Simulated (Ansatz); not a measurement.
A run for Ansatz (a program for electronic structure): R-B3LYP/def2-TZVPP on C3H8O2 (SMILES OCCCO).

Ansatz 0.2 input:
```yaml
crystal:
  periodic: [false, false, false]
  atoms:
    - {symbol: O, position_ang: [-1.79256038, 0.05574943, 1.05408880]}
    - {symbol: C, position_ang: [-1.29816882, -0.52613109, -0.15047795]}
    - {symbol: C, position_ang: [0.02292068, 0.07686417, -0.61019659]}
    - {symbol: C, position_ang: [1.15780072, -0.13985769, 0.38223376]}
    - {symbol: O, position_ang: [2.39870198, 0.38859649, -0.07842621]}
    - {symbol: H, position_ang: [-2.01227317, 0.97741230, 0.88021980]}
    - {symbol: H, position_ang: [-1.16946378, -1.58674814, 0.07485991]}
    - {symbol: H, position_ang: [-2.04342001, -0.45035470, -0.95061671]}
    - {symbol: H, position_ang: [-0.11306418, 1.15224488, -0.78451827]}
    - {symbol: H, position_ang: [0.30277041, -0.36192768, -1.57249600]}
    - {symbol: H, position_ang: [1.32981706, -1.20931840, 0.51832420]}
    - {symbol: H, position_ang: [0.89067048, 0.27555566, 1.35873713]}
    - {symbol: H, position_ang: [2.32626901, 1.34791475, -0.12173184]}
basis:
  gaussian:
    orbitals: def2-TZVPP
hamiltonian:
  xc: {name: B3LYP}
scf: {lower_state_search: off}
```

The head of its log:

```
WARN ansatz: RAYON_NUM_THREADS=2 ignored (pool sized by the plan → 2); use --threads N
Functional definition: B3LYP
these checks for a lower state are left out or cut short: stability, starts, cluster_reference, orbital_swaps, neighbouring_geometries, increment
integrals: 0.18 GiB planned
1314 factors; their error is unknown
mean field: 1.71 GiB planned
mean field evaluation 1: about -7327.4000 eV, gradient 7.5e1 eV
mean field evaluation 2: about -7316.5353 eV, gradient 1.1e2 eV
```

Q: What total energy does the run end on?

A: -269.6875 hartree.
